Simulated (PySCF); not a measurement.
FHSSi, SMILES S[Si]F (connectivity only; charge and spin as stated), neutral, multiplicity 1.

Geometry optimised at PBE-D3(BJ)/def2-TZVP. The values are those of a single conformer.

Calculation: PySCF with CAM-B3LYP/def2-TZVPD.

Symmetry labels are those of the subgroup Cs that the program uses (full group Cs).

Question: List the valence orbital energies around the gap with their symmetry. (An estimate is asked for; the answer gives what the named calculation found.)

Answer: 
```tsv
orbital	symmetry	energy (eV)
HOMO−7	A'	-22.51
HOMO−6	A'	-16.77
HOMO−5	A'	-14.51
HOMO−4	A"	-14.24
HOMO−3	A'	-12.98
HOMO−2	A'	-12.53
HOMO−1	A"	-9.59
HOMO	A'	-8.68
LUMO	A"	-1.25
LUMO+1	A'	0.48
LUMO+2	A'	0.57
LUMO+3	A'	1.01
```
